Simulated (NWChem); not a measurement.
Molecule: C$_{2}$H$_{5}$FOSi; SMILES C1[Si@H](F)OC1

```xyz
10

F      0.0321    -1.8147    -0.5520
Si     0.0243    -0.5351     0.4417
C      1.1377     0.8839    -0.0499
C     -0.2120     1.5931    -0.3166
O     -1.1658     0.5800     0.0698
H     -0.0331    -1.1055     1.8094
H      1.7451     1.3419     0.7435
H      1.7625     0.7292    -0.9405
H     -0.3608     1.8663    -1.3742
H     -0.3582     2.4961     0.2980
```
Atoms are numbered in this order, from 1.

All runs: NWChem. All runs use the structure optimised with PBE0/def2-SVP. Level: PBE0/def2-SVP with SMD (1 M gas to 1 M solution), gas-phase geometry. Reactions with the solvent are ignored.

Predict the results for solvent toluene. Quantities: solvation free energy (kcal/mol); cavity-dispersion-structure term (kcal/mol); dipole in solution (D).

The solvation free energy (kcal/mol) is -3.2. The cavity-dispersion-structure term (kcal/mol) is -1.1 and the dipole in solution (D) comes out as 2.75.
